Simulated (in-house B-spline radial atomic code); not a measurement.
Configurations of Rh3+, with energies counted from [Kr] 4d6. Level of theory: non-relativistic Hartree-Fock with fractional occupations, spin-polarised, spherical fractional occupations, point nucleus; calculated with a radial B-spline atomic code at the basis-set limit. Shells without spins written out take the highest spin.

Caution: exact exchange at fractional occupations of open shells leaves self-interaction of up to several eV.

Occupations are held fixed; configurations that lie above the ionisation limit could autoionise.

```
                                                  configuration  E - E(ref) (eV)  highest orbital  its <r> (bohr)
                                                   [Kr] 4d5 5p1            11.49            5p up           2.952
                                                   [Kr] 4d5 4f1            24.28            4f up           4.213
                                      [Ar] 3d10 4s2 4p5 4d6 5s1           63.153          4d down           1.418
                                      [Ar] 3d10 4s2 4p5 4d6 5f1           89.437            5f up           7.265
                 [Ar] 3d(4 up, 5 down) 4s2 4p6 4d(4 up, 3 down)           356.08          4d down           1.326
                                       [Ar] 3d9 4s2 4p6 4d6 5p1           362.59            5p up           2.911
[Ar] 3d(5 up, 4 down) 4s2 4p6 4d(5 up, 1 down) 5f(1 up, 0 down)           379.82            5f up           7.318
```

(1) Order these further configurations by energy, lowest first.
A. [Ar] 3d10 4s2 4p(2 up, 3 down) 4d(1 up, 5 down) 5p(1 up, 0 down)
B. [Ar] 3d9 4s2 4p6 4d7
C. [Ar] 3d9 4s2 4p6 4d6 5d1
D. [Kr] 4d5 5d1
E. [Kr] 4d(4 up, 2 down)

(2) How far above the reference does [Kr] 4d(1 up, 4 down) 5p(0 up, 1 down) lie?

(3) How far above the reference does [Kr] 4d5 5s1 lie?

(4) How far above the reference does [Ar] 3d10 4s2 4p5 4d6 4f1 lie?

Results:

(1) E (13.657 eV), D (20.452 eV), A (73.335 eV), B (345.36 eV), C (371.62 eV).

(2) 30.227 eV; its least bound orbital is 5p down with <r> = 2.958 bohr.

(3) 2.2846 eV; its least bound orbital is 5s up with <r> = 2.488 bohr.

(4) 85.316 eV; its least bound orbital is 4f up with <r> = 4.163 bohr.
